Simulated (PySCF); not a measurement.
C5H8S, SMILES C=C=C(C)SC. Heavy atoms are numbered as in [CH2:1]=[C:2]=[C:3]([CH3:4])[S:5][CH3:6]. Hydrogens are named by the atom that carries them.

Geometry: PBE0-D3(BJ)/def2-SVP. The values are those of a single conformer.

These are PBE/pcSseg-1 run with PySCF values and carry that method's errors.

GIAO shieldings, no solvent; atoms alike by connectivity are averaged. δ = σ(ref) − σ: ¹³C against TMS (σ = 182.0 ppm); ³³S against H2S (σ = 706.5 ppm); ¹H against TMS (σ = 31.49 ppm), references at their B3LYP-D3(BJ)/def2-TZVP geometries, non-relativistic.

Q: Estimate the chemical shifts. (The exact figures need the calculation; the answer reports its results.)

A: 
```csv
nucleus,atoms,count,δ (ppm)
¹³C,C2,1,221.4
¹³C,C3,1,106.2
¹³C,C1 (CH2),1,77.2
¹³C,C4 (CH3),1,23.1
¹³C,C6 (CH3),1,22.6
³³S,S5,1,241.8
¹H,H on C1,2,5.16
¹H,H on C6,3,2.39
¹H,H on C4,3,2.24
```
